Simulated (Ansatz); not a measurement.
(OH)2Zr(OSiH2)2O (ZrSi2O5H6) was relaxed with B3LYP-D4 (def2-SVP, def2-SVPD) in Ansatz in these states: charge +1 doublet, charge -1 doublet, neutral singlet. The geometries follow in no particular order.

In the def2 sets Zr takes a core potential; there is no spin–orbit coupling.

A:

Cartesian coordinates in Å:
```
Zr 1.036 -1.228 0.103
O 0.948 -2.967 1.123
O 2.834 -1.494 -0.781
O -1.024 -1.004 -0.080
Si -2.113 0.176 -0.344
O -1.450 1.707 -0.134
Si 0.149 2.133 0.160
O 1.147 0.850 0.096
H 0.418 -3.317 1.839
H 3.299 -1.030 -1.478
H -2.658 0.133 -1.740
H -3.272 0.079 0.600
H 0.511 3.165 -0.865
H 0.175 2.797 1.504
```

B:

Cartesian coordinates in Å:
```
Zr -0.6455 0.8642 1.0056
O -2.5566 1.1134 1.1330
O 0.3632 1.8536 2.3220
O -0.1654 -1.0484 1.0268
Si 0.5581 -2.0896 -0.0504
O 0.9179 -1.2321 -1.4341
Si 0.7464 0.3250 -2.0045
O 0.0093 1.2293 -0.8184
H -3.4972 1.2668 1.2344
H 0.8303 2.3587 2.9893
H 1.8212 -2.6224 0.5249
H -0.3753 -3.1929 -0.3994
H 2.0942 0.8769 -2.3032
H -0.1005 0.2974 -3.2260
```

C:

```xyz
14

Zr   -0.833    0.978   -0.864
O    -2.235    2.021   -0.113
O    -0.497    1.187   -2.725
O     0.872    1.160    0.210
Si    1.805    0.202    1.135
O     1.157   -1.358    1.202
Si   -0.215   -2.067    0.516
O    -1.029   -0.975   -0.373
H    -2.965    2.612    0.104
H    -0.460    1.409   -3.662
H     3.192    0.004    0.593
H     1.878    0.635    2.572
H     0.324   -3.218   -0.287
H    -0.991   -2.589    1.692
```

Question: Judge from the bond lengths which geometry belongs to which state (an estimate).

Answer: A is the charge -1 doublet (Zr1–O3 2.020 Å, Zr1–Si7 3.477 Å, Zr1–Si5 3.477 Å); B is the neutral singlet (Zr1–O3 1.931 Å, Zr1–Si7 3.360 Å, Zr1–Si5 3.360 Å); C is the charge +1 doublet (Zr1–O3 1.902 Å, Zr1–Si7 3.400 Å, Zr1–Si5 3.400 Å).

At B3LYP-D4/def2-SVPD the highest occupied level of the relaxed charge -1 doublet lies above zero (up to 0.26 eV). By energy differences, losing it releases 0.12 eV (each at its own geometry, to the charge 0 singlet, at PBE0-D4/def2-SVP).
